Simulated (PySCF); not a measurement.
Zr(Cl)2(OH) (Cl2HOZr), SMILES [OH][Zr]([Cl])[Cl] (connectivity only; charge and spin as stated), neutral, multiplicity 2.

Geometry: PBE0-D3(BJ)/def2-SVP. The spin state was assumed, not searched. The isomer is the one that the SMILES or the coordinates give; other isomers of the formula were not compared. The def2 effective core potentials stand for the cores of Zr; spin–orbit coupling is left out. The values are those of a single conformer.

Calculation: r2SCAN/def2-TZVPD (PySCF).

Gas-phase values at a fixed geometry.

### Question
Estimate the frontier levels, dipole moment and polarisability. (An estimate is asked for; the answer gives what the named calculation found.)

### Answer

The α spin, highest occupied and lowest empty level is -4.94 and -2.91 eV and the β spin, highest occupied and lowest empty level is -8.24 and -2.49 eV. The dipole moment is 2.96 D, the quadrupole, principal values (traceless, Buckingham form, about the centre of nuclear charge) comes out as -10.60, 0.80, 9.80 D·Å and the mean static polarisability comes out as 81.3 bohr³ (12.04 Å³). The polarisability, principal values is 77.5, 77.9, 88.3 bohr³ and the ⟨S²⟩ is 0.753 (pure state 0.75).
